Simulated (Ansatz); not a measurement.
One change: `O=CF` becomes `O=C[TeH]`.

Ansatz, PBE0-D4/def2-TZVP geometries, multiplicity 1. 

Elements past krypton have def2 core potentials.

| property | `O=CF` |
| --- | --- |
| HOMO energy (PBE/def2-TZVPP) / eV | -7.78 |
| HOMO energy (B3LYP/def2-TZVPP) / eV | -9.28 |
| zero-point energy (PBE0-D4/def2-TZVP) / kJ/mol | 55.1 |
| HOMO–LUMO gap (PBE0/def2-TZVPP) / eV | 8.64 |
| ideal-gas entropy at 298 K and 1 bar (rigid rotor, harmonic PBE0-D4/def2-TZVP) / J/(mol·K) | 246 |
| HOMO energy (ωB97M-V/def2-TZVPP) / eV | -11.97 |

(1) What does the change do to each property? (Best estimate.)

Results:

(1) The calculation gave: 
```
                                                                                  property  `O=C[TeH]`  shift
                                                         HOMO energy (PBE/def2-TZVPP) / eV       -5.96   1.82
                                                       HOMO energy (B3LYP/def2-TZVPP) / eV       -6.76   2.52
                                            zero-point energy (PBE0-D4/def2-TZVP) / kJ/mol        65.0    9.9
                                                      HOMO–LUMO gap (PBE0/def2-TZVPP) / eV        5.70  -2.94
ideal-gas entropy at 298 K and 1 bar (rigid rotor, harmonic PBE0-D4/def2-TZVP) / J/(mol·K)         290     44
                                                     HOMO energy (ωB97M-V/def2-TZVPP) / eV       -9.01   2.96
```

With PBE0 the HOMO rises by 2.56 eV and the LUMO falls by 0.38 eV, so the gap narrows by about 2.94 eV. PBE moves the HOMO by 1.82 eV and ωB97M-V by 2.96 eV. The zero-point energy changes by 9.9 kJ/mol with +3 modes.

B3LYP here is the variant with VWN-RPA as its local correlation; programs differ in this.

Spin–orbit coupling is left out; it splits and shifts lone-pair levels of the heavy atoms by tenths of an eV.
